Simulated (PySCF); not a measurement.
Homolysis of single bonds, series B OH-I. All species are isolated molecules in the gas phase. One relaxed conformer stands for each flexible species; it need not be the lowest. Strings in code marks are SMILES.

The four lowest singlet excitations (Tamm–Dancoff). Computed with PySCF with TPSSh-D3(BJ)/def2-TZVP // CAM-B3LYP-D3(BJ)/def2-TZVP. Excitations are Tamm–Dancoff values on a coarser integration grid. The basis has no diffuse functions, so Rydberg states are missing or too high.

```tsv
state	energy (eV)	wavelength (nm)	oscillator strength
S1	5.72	217	0.008
S2	5.89	211	0.002
S3	6.27	198	0.000
S4	6.80	182	0.057
```

Task: Identify which member gives these states.
A. `OB(O)I` (H–O–B–I torsion -180°, I–B–O–H torsion 180°)
B. `OB(I)I` (H–O–B–I torsion 0°)
C. `OB(O)O`

Result: A, `OB(O)I` (H–O–B–I torsion -180°, I–B–O–H torsion 180°)
